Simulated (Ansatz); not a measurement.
```yaml
crystal:
  periodic: [false, false, false]
  atoms:
    - {symbol: B, position_ang: [-1.190401, 0.036615, 0.470210]}
    - {symbol: Si, position_ang: [-1.083835, -0.410996, -1.350507]}
    - {symbol: O, position_ang: [0.291459, -0.273303, -2.188763]}
    - {symbol: Si, position_ang: [0.589850, 0.055371, 1.340840]}
    - {symbol: O, position_ang: [1.740765, 0.024158, 0.097515]}
    - {symbol: H, position_ang: [-1.339328, 1.118918, -0.197450]}
    - {symbol: H, position_ang: [-2.204829, -0.196487, 1.058531]}
    - {symbol: H, position_ang: [-2.163865, -0.446425, -2.372418]}
    - {symbol: H, position_ang: [1.055074, -0.189832, -1.579052]}
    - {symbol: H, position_ang: [0.826062, -1.133495, 2.213480]}
    - {symbol: H, position_ang: [0.896855, 1.249407, 2.184845]}
    - {symbol: H, position_ang: [2.659294, 0.110871, 0.356671]}
basis:
  gaussian: {orbitals: def2-TZVPD}
total_charge: 3
magnetization: {spin_polarized: true, initial_magnetization: 1}
hamiltonian: {xc: {name: BHLYP}}
scf: {lower_state_search: off}
output: {forces: true}
```

```sh
$ ansatz run in.yaml --threads 4 --pin off --events-out ev --progress --plain --max-ram 10444MiB
```

It prints (some lines left out):

```
Functional definition: BHLYP
1604 factors; their error is unknown
mean field evaluation 1: about -20555.8280 eV, gradient 1.0e2 eV
mean field evaluation 2: about -20342.8334 eV, gradient 1.9e2 eV
mean field evaluation 4: about -20577.5409 eV, gradient 5.2e1 eV
mean field evaluation 8: about -20594.5564 eV, gradient 2.0e0 eV
mean field evaluation 16: about -20594.9034 eV, gradient 1.4e-1 eV
mean field evaluation 32: about -20594.9566 eV, gradient 2.4e-4 eV
mean field -20594.95663984 eV, -756.8506967513 hartree, gradient 9.8e-6 eV, S^2 1.472723; 0 other end points of the search recorded, 0 dependent functions left out
reference -20594.95683105 eV, -756.8507037781 hartree; 27, 26 occupied and 239, 240 virtual orbitals, 1604 factors
Total energy: -20594.95683105 eV, -756.8507037781 hartree
Atom 0 at    -1.190401     0.036615     0.470210 Å, force    -2.617848     1.715156     3.194603 eV/Å
Atom 1 at    -1.083835    -0.410996    -1.350507 Å, force     1.574602     0.628739    -6.002546 eV/Å
Atom 2 at     0.291459    -0.273303    -2.188763 Å, force    -1.248711    -0.647106     2.972614 eV/Å
Atom 3 at     0.589850     0.055371     1.340840 Å, force     2.499694    -0.897861    -0.768941 eV/Å
Atom 4 at     1.740765     0.024158     0.097515 Å, force    -1.821078    -0.213678     1.737842 eV/Å
Atom 5 at    -1.339328     1.118918    -0.197450 Å, force    -0.263783    -0.595165    -1.096944 eV/Å
Atom 6 at    -2.204829    -0.196487     1.058531 Å, force     0.415721    -0.315153     0.168676 eV/Å
Atom 7 at    -2.163865    -0.446425    -2.372418 Å, force    -0.944485    -0.289687     0.397059 eV/Å
Atom 8 at     1.055074    -0.189832    -1.579052 Å, force     0.577135     0.233841    -1.439951 eV/Å
Atom 9 at     0.826062    -1.133495     2.213480 Å, force     0.293772    -0.976231     0.471787 eV/Å
Atom 10 at     0.896855     1.249407     2.184845 Å, force    -0.120844     1.150263     0.495965 eV/Å
Atom 11 at     2.659294     0.110871     0.356671 Å, force     1.655825     0.206880    -0.130166 eV/Å
Dipole moment:    -0.325244     0.153123     1.138796 e Å
Checks for a lower state left out: stability, starts, cluster_reference, orbital_swaps, neighbouring_geometries, increment
```

In this input the charge is far from anything that the molecule holds. The calculation finished and met its thresholds. The result belongs to that input, not to the molecule as meant.
